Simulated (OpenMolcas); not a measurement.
What dynamic correlation does to the levels of Al

```json
{
 "Program": "OpenMolcas 26.06",
 "Basis": "ANO-RCC-VTZP [5s4p2d1f]",
 "Scalar Hamiltonian": "DKH2, point nucleus",
 "Active space": "3 electrons in 8 orbitals (3s 3p 4s 4p)",
 "State averaging": "2S+1 = 4 odd, 1 root (0 in the spin-orbit step); 2S+1 = 2 odd, 3 roots; 2S+1 = 4 even, 3 roots; 2S+1 = 2 even, 5 roots",
 "Spin-orbit coupling": "state interaction with AMFI integrals over the reference wave functions, term energies averaged over their components"
}
```

Methods on the same reference wave functions:
A. CASSCF
B. SS-CASPT2, IPEA 0.25 Eh, imaginary shift 0.1 Eh (closed shells correlated: 2s 2p)
C. XMS-CASPT2, IPEA 0.25 Eh, imaginary shift 0.1 Eh (closed shells correlated: 2s 2p)

Energies in cm⁻¹ above 3s² 3p ²P°_1/2, the measured ground level; measured values from NIST Handbook of Basic Atomic Spectroscopic Data.

| Level | A | B | C | Measured |
| --- | --- | --- | --- | --- |
| 3s² 3p ²P°_1/2 | 0.0 | 0.0 | 0.0 | 0.0 |
| 3s² 3p ²P°_3/2 | 84.2 | 84.2 | 84.2 | 112 |
| 3s 3p² ⁴P_1/2 | 24973 | 27290 | 27530 | 29020 |
| 3s 3p² ⁴P_3/2 | 25011 | 27330 | 27560 | 29067 |
| 3s 3p² ⁴P_5/2 | 25073 | 27390 | 27630 | 29143 |

Deviations, from unrounded energies. A percentage is the sum of absolute deviations over the sum of measured energies, with the sign that they share, or ± where signs differ.

```json
{"Against measurement": "mean absolute deviation (cm-1)", "Levels": "4", "A": "3100", "B": "1300", "C": "1100"}
{"Against measurement": "fine structure of the ground term (%)", "Levels": "1", "A": "-24.9", "B": "-24.9", "C": "-24.9"}
{"Against measurement": "other configurations (%)", "Levels": "3", "A": "-14.0", "B": "-6.0", "C": "-5.2"}
```

C lies closest to measurement on these levels and A furthest from it. The largest miss of C in the table is 3s 3p² ⁴P_5/2, by -1500 cm-1. The ranking rests on the paired levels alone, and a cruder setting can come out closer through cancelling errors.

Between B and C the level of the table that moves most is 3s 3p² ⁴P_1/2, by 230 cm-1 (lowest in B, highest in C). Moves below CASPT2's spread within the term are not significant.

The lowest spin-free term lies below A's lowest term by 0.227 hartree in B, 0.230 hartree in C.

Over all roots computed the reference weight is 0.91 to 0.98 in B, 0.87 to 0.97 in C; the roots of lowest weight are the least certain, and an intruder state may touch them. Active for correlation alone: 4p 4s; no level in the range computed is led by a configuration that fills them, so any true level of that kind is missing. Terms of s pⁿ other than that of highest spin mix with s² pⁿ⁻² d, which this space lacks; all of them can be thousands of cm-1 off, and some have no real level of that name. Without dynamic correlation excited terms often stand tens of per cent too high (terms of higher spin than the ground term too low), and those without a measured partner can miss by more than the paired ones (holds for A). Measured partners are found by configuration, term and J. A level has none where our copy of the source lacks it or the pairing is in doubt (some pairs that miss far off the trend of their configuration count as doubtful), and it then counts in no deviation. Levels of configurations outside the active space are missing. The table leaves out levels that lie high or whose names do not pair safely across all columns.

° marks odd parity.
